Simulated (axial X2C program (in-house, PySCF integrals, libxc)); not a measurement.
## Ω levels of OPmO⁻ from open-shell CI on f(δφ)4 f(π)0

Computed with an in-house all-electron X2C program for linear molecules (integrals from PySCF): two-component X2C with atomic mean-field Coulomb and Gaunt terms, basis O dyall-v2z, Pm dyall-v2z (cores contracted in-house). Orbitals come from Hartree–Fock averaged over the configuration Pm f(δφ)4 f(π)0; CI then distributes these electrons over the f(δφ), f(π) shells of Pm.

O–Pm–O held linear, both bonds 1.838 Å (near the minimum of the configuration average).

Lowest levels of this model:

```csv
Ω,energy (cm⁻¹),g∥,configuration
5,0,13.76,100% f(δφ)4
0,3456,0.00,87% f(δφ)4 + 9% f(δφ)3 f(π)1
1,5825,3.29,83% f(δφ)4 + 14% f(δφ)3 f(π)1
6,6558,13.94,93% f(δφ)4
4,10110,9.79,94% f(δφ)4 + 6% f(δφ)3 f(π)1
0,10988,0.00,93% f(δφ)4
10,11462,21.81,100% f(δφ)4
5,11533,11.40,94% f(δφ)4 + 5% f(δφ)3 f(π)1
2,11811,6.03,78% f(δφ)4 + 22% f(δφ)3 f(π)1
7,14212,17.62,100% f(δφ)3 f(π)1
0,14258,0.00,93% f(δφ)4
5,14315,10.35,95% f(δφ)4
1,14778,2.06,88% f(δφ)4 + 10% f(δφ)3 f(π)1
4,17590,7.94,91% f(δφ)4 + 9% f(δφ)3 f(π)1
1,17913,1.13,94% f(δφ)4
6,18890,12.11,93% f(δφ)4
2,19449,4.82,79% f(δφ)4 + 20% f(δφ)3 f(π)1
0,19564,0.00,93% f(δφ)4
1,21624,4.13,57% f(δφ)3 f(π)1 + 42% f(δφ)4
3,22143,5.80,82% f(δφ)4 + 18% f(δφ)3 f(π)1
2,22200,6.88,70% f(δφ)3 f(π)1 + 29% f(δφ)4
0,22215,0.00,92% f(δφ)4 + 5% f(δφ)3 f(π)1
7,22426,14.25,91% f(δφ)4 + 9% f(δφ)3 f(π)1
4,23898,9.65,88% f(δφ)4 + 12% f(δφ)3 f(π)1
1,24001,3.56,61% f(δφ)4 + 36% f(δφ)3 f(π)1
2,24827,2.39,90% f(δφ)4 + 10% f(δφ)3 f(π)1
0,26171,0.00,81% f(δφ)4 + 17% f(δφ)3 f(π)1
3,26816,9.07,99% f(δφ)3 f(π)1
1,27178,3.34,50% f(δφ)4 + 49% f(δφ)3 f(π)1
0,27893,0.00,85% f(δφ)4 + 14% f(δφ)3 f(π)1
```

g∥ is the magnitude of 2⟨Lz + ge Sz⟩ for the +Ω component.

From Ω and g∥ of the lowest level, whose 2⟨Lz + ge Sz⟩ is positive, find ⟨Sz⟩ and ⟨Lz⟩ (ge = 2.0023).

Ω = ⟨Lz⟩ + ⟨Sz⟩ = 5 and ⟨Lz⟩ + ge⟨Sz⟩ = 6.880, so ⟨Sz⟩ = 1.88 and ⟨Lz⟩ = 3.12.

Occupations of the active spinors in the lowest level by ω, shell by shell in order of energy: -7/2: 0.00; -5/2: 0.08 0.92; -3/2: 0.00 0.00; -1/2: 0.00; 1/2: 0.00; 3/2: 1.00 0.00; 5/2: 0.99 0.01; 7/2: 1.00. The leading determinant has weight 0.91 among 24.

This point took 1.4 s on 1 thread of Arm Neoverse V1, on a shared host.

Dynamic correlation is missing, so gaps between terms are too wide and other configurations may lie lower; the lowest level listed is that of this model, not necessarily the ground state. At most 6 roots were kept for each Ω > 0 (twice that for Ω = 0) within 3.5 eV of the lowest, so higher up levels can be missing between those listed; levels with Ω > 0 are doubly degenerate and listed once, Ω = 0 levels singly. States that fill the shells left empty in the average are placed too high. For an anion, levels above electron detachment are held by the basis set. Along the bond the averaged SCF switches between close solutions, so this one may not be the lowest. The molecule was held linear; bending was not examined.
